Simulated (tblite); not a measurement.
HN (SMILES [NH]), triplet, geometry from GFN2-xTB; tblite with GFN1-xTB.

The tblite input:
```
$ tblite run mol.xyz --method gfn1 --charge 0 --spin 2 --spin-polarized --json tblite.json --no-restart

# file mol.xyz
2

N     -0.00000000    -0.00000000    -0.12795737
H      0.00000000     0.00000000     0.89570158
```

The log (banner, timings and long lists left out):

```
xTB calculator
 | screened Coulomb repulsion
 | Coulomb electrostatics
 |  * isotropic Klopman-Ohno-Mataga-Nishimoto electrostatics
 |  * onsite third-order electrostatics
 | DFT-D3(BJ) dispersion correction
 | Interactions (1)
 | [1] spin polarization

halogen bonding energy    0.0000000000000E+00 Eh
repulsion energy          1.6533710805666E-02 Eh
dispersion energy        -7.5252914637921E-05 Eh
interaction energy        0.0000000000000E+00 Eh
number of electrons       6.0000000000000E+00 e
integral cutoff           1.9731147476801E+01 bohr

------------------------------------------------------------
  cycle        total energy    energy error   density error
------------------------------------------------------------
      1     -3.584069429566  -3.6005279E+00   7.4180535E-01
      2     -3.589094007451  -5.0245779E-03   4.4824818E-01
      3     -3.591033178514  -1.9391711E-03   3.9400591E-02
      4     -3.591232293519  -1.9911500E-04   8.6034643E-03
      5     -3.591237162963  -4.8694439E-06   3.5763310E-03
      6     -3.591237949689  -7.8672573E-07   1.0717299E-05
------------------------------------------------------------

electronic energy        -3.6076964075797E+00 Eh
total energy             -3.5912379496887E+00 Eh

Post processing:
 | Mayer-Wiberg bond orders

[Info] JSON dump of results written to 'tblite.json'
```
